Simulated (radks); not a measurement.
Task: Species: Eu LI. Configuration: [Ne] 3s2 3p1. Method: Dirac Kohn-Sham, PBE, spin-unpolarised, spherical densities, finite nucleus; open shells fill j = l - 1/2 first; Fermi nuclear charge, rms radius 5.1115 fm; computed with a radial shooting solver on a logarithmic mesh with Libxc functionals. Some entries of the table are withheld. Estimate them.

orbital,occ.,eigenvalue (hartree),<r> (bohr),<r^2> (bohr^2)
1s1/2,2,-1908.552,0.02231,(1)
2s1/2,2,-417.5062,(2),0.01029
2p1/2,2,-404.4069,0.07779,0.007449
2p3/2,4,-379.8304,0.08423,0.008600
3s1/2,2,-168.8413,0.2250,(3)
3p1/2,1,(4),(5),0.05214
3p3/2,0,(6),(7),0.05674

Result: 
(1) 1s1/2 <r^2> (bohr^2): 0.0006785
(2) 2s1/2 <r> (bohr): 0.09319
(3) 3s1/2 <r^2> (bohr^2): 0.05774
(4) 3p1/2 eigenvalue (hartree): -164.1569
(5) 3p1/2 <r> (bohr): 0.2121
(6) 3p3/2 eigenvalue (hartree): -157.7143
(7) 3p3/2 <r> (bohr): 0.2216
